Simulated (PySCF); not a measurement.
`C=C(F)[C@@H](F)C#CCC#N`, C₇H₅F₂N

Molfile (atoms numbered from 1):
```
C7H5F2N
     RDKit          3D

 15 14  0  0  0  0  0  0  0  0999 V2000
    3.0556    0.6730    0.2509 C   0  0  0  0  0  0  0  0  0  0  0  0
    1.9410    0.7138   -0.4487 C   0  0  0  0  0  0  0  0  0  0  0  0
    1.4432    1.8813   -0.9111 F   0  0  0  0  0  0  0  0  0  0  0  0
    1.0659   -0.4558   -0.8384 C   0  0  1  0  0  0  0  0  0  0  0  0
    1.7178   -1.6348   -0.5452 F   0  0  0  0  0  0  0  0  0  0  0  0
   -0.2105   -0.3930   -0.1441 C   0  0  0  0  0  0  0  0  0  0  0  0
   -1.2338   -0.3377    0.4770 C   0  0  0  0  0  0  0  0  0  0  0  0
   -2.5129   -0.2676    1.1570 C   0  0  0  0  0  0  0  0  0  0  0  0
   -3.5846   -0.2712    0.1844 C   0  0  0  0  0  0  0  0  0  0  0  0
   -4.4238   -0.2737   -0.5894 N   0  0  0  0  0  0  0  0  0  0  0  0
    3.4375   -0.2646    0.6083 H   0  0  0  0  0  0  0  0  0  0  0  0
    3.6087    1.5685    0.4682 H   0  0  0  0  0  0  0  0  0  0  0  0
    0.8925   -0.4489   -1.9263 H   0  0  0  0  0  0  0  0  0  0  0  0
   -2.6290   -1.1319    1.8194 H   0  0  0  0  0  0  0  0  0  0  0  0
   -2.5720    0.6505    1.7512 H   0  0  0  0  0  0  0  0  0  0  0  0
  1  2  2  0
  2  3  1  0
  2  4  1  0
  4  5  1  0
  4  6  1  0
  6  7  3  0
  7  8  1  0
  8  9  1  0
  9 10  3  0
  1 11  1  0
  1 12  1  0
  4 13  1  6
  8 14  1  0
  8 15  1  0
M  END
```

Theory: GIAO wB97X-D/pcSseg-1 magnetisability, rotational g tensor and spin-rotation constants, non-relativistic, gas phase in PySCF. Geometry: GFN2-xTB.

(1) How diamagnetic is it, and how anisotropic?

(2) Split it along the inertial axes a, b, c into diamagnetic and paramagnetic parts about the centre of mass, with the quadrupole moment.

(3) And the rotational g tensor?

## Answers

(1) Isotropic -1291 × 10⁻³⁰ J/T², or -77.7 × 10⁻⁶ cm³/mol; principal values -1396, -1322, -1155 × 10⁻³⁰ J/T², anisotropy 214 × 10⁻³⁰ J/T² (root of half the summed squared differences of the principal values). The susceptibility is in cgs units.

(2) 
```
axis  χ (10⁻⁶ cm³/mol)  diamagnetic (10⁻⁶ cm³/mol)  paramagnetic (10⁻⁶ cm³/mol)  summed x² of all electrons (Å²)  quadrupole Θ (D Å)
   a             -82.8                      -515.8                        433.0                            453.5               -9.14
   b             -70.9                     -2109.7                       2038.7                             77.8               -0.84
   c             -79.5                     -2254.0                       2174.5                             43.8               +9.97
```
Anisotropies 2χaa − χbb − χcc = -15.1 and 2χbb − χaa − χcc = +20.4 × 10⁻⁶ cm³/mol. Θ is traceless in Buckingham's convention.

(3) 
| axis | rotational constant (GHz) | g | nuclear part | electronic part |
| --- | --- | --- | --- | --- |
| a | 2.6845 | -0.0216 | 0.5245 | -0.5461 |
| b | 0.5620 | -0.0089 | 0.5293 | -0.5383 |
| c | 0.5168 | -0.0077 | 0.5202 | -0.5279 |

Asymmetric top; isotopes 12C, 19F, 1H, 14N; no vibrational averaging.
